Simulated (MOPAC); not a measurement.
MOPAC input (PM6):

```
PM6 1SCF CHARGE=-1 GEO-OK AUX(PRECISION=9) THREADS=1
C4H5OSi

Si   -2.01068300 1    0.22388300 1    0.02312100 1
C    -0.19429600 1    0.04512000 1   -0.01620100 1
C     0.69453300 1    0.93056300 1   -0.79913200 1
C     1.90498400 1    0.40121400 1   -0.50333500 1
O     1.87057800 1   -0.72550400 1    0.38448200 1
C     0.55685000 1   -0.88888900 1    0.64265800 1
H    -2.66457000 1   -0.80755600 1    0.89741500 1
H    -2.48406700 1    1.53909100 1    0.54848600 1
H    -2.66787600 1    0.08024200 1   -1.31004800 1
H     2.92222100 1    0.63394300 1   -0.78661900 1
H     0.30682000 1   -1.70409700 1    1.30728000 1
```

Output:

```
 *******************************************************************************
 **                                                                           **
 **                              MOPAC v23.2.5                                **
 **                                                                           **
 *******************************************************************************
 ** MOPAC's Digital Object Identifier: https://doi.org/10.5281/zenodo.6511958 **
 **                                                                           **
 ** Please cite the open-source release paper for use of this MOPAC version:  **
 ** J. E. Moussa and J. J. P. Stewart (2026)                                  **
 ** MOPAC: An open-source semiempirical molecular orbital program             **
 ** J. Open Source Softw., 11(119), 8025, https://doi.org/10.21105/joss.08025 **
 *******************************************************************************

                              PM6 CALCULATION RESULTS

 *******************************************************************************
 *  PM6        - The PM6 Hamiltonian to be used
 *  GEO-OK     - OVERRIDE INTERATOMIC DISTANCE AND OTHER SAFETY CHECKS
 *
 *
 *
 *                 CHARGE ON SYSTEM = -1
 *
 *
 *
 *  1SCF       - DO 1 SCF AND THEN STOP
 *  AUX        - OUTPUT AUXILIARY INFORMATION
 *******************************************************************************
PM6 1SCF CHARGE=-1 GEO-OK AUX(PRECISION=9) THREADS=1
 C4H5OSi

   ATOM   CHEMICAL          X               Y               Z
  NUMBER   SYMBOL      (ANGSTROMS)     (ANGSTROMS)     (ANGSTROMS)

     1      Si         -2.01068300  *   0.22388300  *   0.02312100  *
     2       C         -0.19429600  *   0.04512000  *  -0.01620100  *
     3       C          0.69453300  *   0.93056300  *  -0.79913200  *
     4       C          1.90498400  *   0.40121400  *  -0.50333500  *
     5       O          1.87057800  *  -0.72550400  *   0.38448200  *
     6       C          0.55685000  *  -0.88888900  *   0.64265800  *
     7       H         -2.66457000  *  -0.80755600  *   0.89741500  *
     8       H         -2.48406700  *   1.53909100  *   0.54848600  *
     9       H         -2.66787600  *   0.08024200  *  -1.31004800  *
    10       H          2.92222100  *   0.63394300  *  -0.78661900  *
    11       H          0.30682000  *  -1.70409700  *   1.30728000  *

          CARTESIAN COORDINATES

    NO.       ATOM           X           Y           Z

     1        Si         -2.0107      0.2239      0.0231
     2         C         -0.1943      0.0451     -0.0162
     3         C          0.6945      0.9306     -0.7991
     4         C          1.9050      0.4012     -0.5033
     5         O          1.8706     -0.7255      0.3845
     6         C          0.5569     -0.8889      0.6427
     7         H         -2.6646     -0.8076      0.8974
     8         H         -2.4841      1.5391      0.5485
     9         H         -2.6679      0.0802     -1.3100
    10         H          2.9222      0.6339     -0.7866
    11         H          0.3068     -1.7041      1.3073

 General Reference for PM6:
 "Optimization of Parameters for Semiempirical Methods V: Modification of NDDO Approximations
 and Application to 70 Elements", J. J. P. Stewart, J. Mol. Mod., 13, 1173-1213 (2007)
 URL: https://link.springer.com/article/10.1007/s00894-007-0233-4

           Empirical Formula: C4 H5 O Si  =    11 atoms

      MOLECULAR POINT GROUP   :   Cs

      RHF CALCULATION, NO. OF DOUBLY OCCUPIED LEVELS = 16

 -------------------------------------------------------------------------------
 PM6 1SCF CHARGE=-1 GEO-OK AUX(PRECISION=9) THREADS=1
 C4H5OSi

     1SCF WAS SPECIFIED, SO BFGS WAS NOT USED
     SCF FIELD WAS ACHIEVED

                              PM6 CALCULATION
                                                       MOPAC v23.2.5 Linux

          FINAL HEAT OF FORMATION =         11.24417 KCAL/MOL =      47.04563 KJ/MOL

          COSMO AREA              =        138.73 SQUARE ANGSTROMS
          COSMO VOLUME            =        132.79 CUBIC ANGSTROMS

          IONIZATION POTENTIAL    =          3.023621 EV
          HOMO LUMO ENERGIES (EV) =         -3.024  4.435
          NO. OF FILLED LEVELS    =         16
          MOLECULAR WEIGHT        =         97.1684         POINT GROUP:  Cs

          MOLECULAR DIMENSIONS (Angstroms)

            Atom       Atom       Distance
            H    10    H     7     6.01050
            H    11    H     8     4.03871
            H    11    H     9     2.26556

          SCF CALCULATIONS        =          1

   ATOM   CHEMICAL          X               Y               Z
  NUMBER   SYMBOL      (ANGSTROMS)     (ANGSTROMS)     (ANGSTROMS)

     1      Si         -2.01068300  *   0.22388300  *   0.02312100  *
     2       C         -0.19429600  *   0.04512000  *  -0.01620100  *
     3       C          0.69453300  *   0.93056300  *  -0.79913200  *
     4       C          1.90498400  *   0.40121400  *  -0.50333500  *
     5       O          1.87057800  *  -0.72550400  *   0.38448200  *
     6       C          0.55685000  *  -0.88888900  *   0.64265800  *
     7       H         -2.66457000  *  -0.80755600  *   0.89741500  *
     8       H         -2.48406700  *   1.53909100  *   0.54848600  *
     9       H         -2.66787600  *   0.08024200  *  -1.31004800  *
    10       H          2.92222100  *   0.63394300  *  -0.78661900  *
    11       H          0.30682000  *  -1.70409700  *   1.30728000  *

                             CARTESIAN COORDINATES

   1   Si       -2.010683000     0.223883000     0.023121000
   2    C       -0.194296000     0.045120000    -0.016201000
   3    C        0.694533000     0.930563000    -0.799132000
   4    C        1.904984000     0.401214000    -0.503335000
   5    O        1.870578000    -0.725504000     0.384482000
   6    C        0.556850000    -0.888889000     0.642658000
   7    H       -2.664570000    -0.807556000     0.897415000
   8    H       -2.484067000     1.539091000     0.548486000
   9    H       -2.667876000     0.080242000    -1.310048000
  10    H        2.922221000     0.633943000    -0.786619000
  11    H        0.306820000    -1.704097000     1.307280000

           Empirical Formula: C4 H5 O Si  =    11 atoms

      MOLECULAR POINT GROUP   :   Cs

                  EIGENVALUES
 -26.71622 -21.35669 -19.50163 -15.71064 -14.13876 -13.34290 -10.96133  -9.96948
  -9.02582  -7.95764  -7.65795  -7.32671  -5.90202  -4.69044  -3.54305  -3.02362
   4.43486   4.80927   5.12428   5.32021   5.84733   6.77135   6.89149   7.77168
   8.20875   8.34497   8.51770   8.85586   9.32299   9.83958  10.49390  11.14343
  11.58565  12.80430

              NET ATOMIC CHARGES AND DIPOLE CONTRIBUTIONS

  ATOM NO.   TYPE          CHARGE      No. of ELECS.   s-Pop       p-Pop       d-Pop
    1         Si           0.016319        3.9837     1.22264     2.11882     0.64222
    2          C          -0.426943        4.4269     1.12725     3.29969
    3          C          -0.276866        4.2769     1.42101     2.85586
    4          C          -0.216877        4.2169     1.14022     3.07666
    5          O          -0.356827        6.3568     1.84313     4.51370
    6          C           0.051039        3.9490     1.10977     2.83919
    7          H          -0.015446        1.0154     1.01545
    8          H           0.001194        0.9988     0.99881
    9          H           0.001194        0.9988     0.99881
   10          H           0.109047        0.8910     0.89095
   11          H           0.114166        0.8858     0.88583
 DIPOLE           X         Y         Z       TOTAL
 POINT-CHG.    -3.652    -1.224     1.322     4.072
 HYBRID         1.908    -1.769     1.200     2.865
 SUM           -1.744    -2.993     2.522     4.285

          ATOMIC ORBITAL ELECTRON POPULATIONS

     Atom    s        px        py        pz      x^2-y^2     xz        z^2       yz        xy
    1 Si   1.22264   0.64892   0.73300   0.73691   0.13022   0.17286   0.09494   0.10694   0.13726
    2  C   1.12725   1.10979   1.07546   1.11444
    3  C   1.42101   0.87442   1.07550   0.90594
    4  C   1.14022   1.06020   0.94298   1.07347
    5  O   1.84313   1.35991   1.54711   1.60667
    6  C   1.10977   0.81904   1.01128   1.00887
    7  H   1.01545
    8  H   0.99881
    9  H   0.99881
   10  H   0.89095
   11  H   0.88583

 **********************
 *                    *
 * JOB ENDED NORMALLY *
 *                    *
 **********************

 == MOPAC DONE ==
```

The dipole moment of an ion depends on the origin.

The geometry given is a B3LYP-D3(BJ)/def2-TZVP minimum.
